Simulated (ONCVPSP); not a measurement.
How hard is this Rb ONCV potential?

- Element: rubidium (Rb)
- Generator: ONCVPSP 4.0.1
- Type: optimised norm-conserving Vanderbilt (ONCV)
- Functional: PBEsol
- Relativity: scalar-relativistic
- Frozen core: [Ar] 3d10
- Valence charge: 9
- Reference configuration: 4s2 4p6 5s0.5 5p0.5
- Partial waves: 4s+5s: rc 1.95 bohr, ncon 4, nbas 7, qcut 5.4 1/bohr, 2 projectors; 4p+5p: rc 2.30 bohr, ncon 4, nbas 9, qcut 4.7 1/bohr, 2 projectors; d scattering state at 0.25 Ha: rc 1.95 bohr, ncon 4, nbas 8, qcut 4.4 1/bohr, local
- Local potential: the d channel
- Core correction: none

For each optimised wave give the share of its norm inside rc, the residual kinetic energy above qcut (Ha) and the cutoffs (Ha) for errors of 10, 1, 0.1 and 0.01 mHa per electron.

```tsv
wave	norm inside rc	residual KE	10 mHa	1 mHa	0.1 mHa	0.01 mHa
4s	0.840	5.2e-05	8.6	11.4	14.1	29.8
5s	0.028	1.2e-05	2.4	9.1	12.2	14.9
4p	0.828	7.7e-07	5.0	6.7	8.3	9.4
5p	0.016	2.9e-07	2.3	4.4	6.2	7.6
d projector 1	0.128	3.6e-04	5.3	8.4	16.4	55.4
```

The occupied waves need 11 Ha and 14 Ha for 1 and 0.1 mHa. Note: ghosts flagged at negative energy: p at -6.2 eV; GHOST(+) flagged for s at 75.5 eV. A true bound ghost makes a file unfit for plane-wave use.
